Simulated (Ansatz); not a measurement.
`CC[O][In]([F])[F]` + `[SiH3]SS` → `CCSS[SiH3]` + `[OH][In]([F])[F]`  (substitution at a C–O bond)

Computed with Ansatz on PBE0-D4/def2-TZVP structures; ΔE is electronic, products minus reactants. CCSD(T)/CBS is the MP2 limit (def2-TZVPP, def2-QZVPP) plus CCSD(T) − MP2 in def2-TZVPP, frozen cores. DFT in def2-TZVPP. Elements past krypton have def2 core potentials. For In outer-core shells are correlated without core-valence functions, which leaves a few kJ/mol of doubt a bond. Each species was taken in one conformer, which may not be the lowest.

```tsv
level	ΔE (kJ/mol)
CAM-B3LYP-D4	-48.5
PBE-QIDH	-58.1
PBE	-51.8
MP2/def2-SVP	-46.4
```

Question: What does CCSD(T)/CBS give? (Best estimate.)

Answer: Computed: -55.3 kJ/mol. The listed levels differ from it by 6.8, -2.8, 3.5, 8.9 kJ/mol.

Largest T1 diagnostic among the species: 0.018.

The D4 term adds −5.8 kJ/mol with B3LYP and −3.4 kJ/mol with PBE0; it sums over pairs of atoms, weighted by their polarisabilities, and B3LYP, whose exchange is more repulsive, gets the larger term. In def2-TZVPP, CCSD(T) changes the Hartree–Fock value by −11.8 kJ/mol (the triples alone add −2.5 kJ/mol) and MP2 by −23.0 kJ/mol. At CCSD(T), def2-SVP lies +20.0 kJ/mol from the extrapolated value and def2-TZVPP +2.9 kJ/mol.

B3LYP here is the variant with VWN-RPA as its local correlation; programs differ in this.
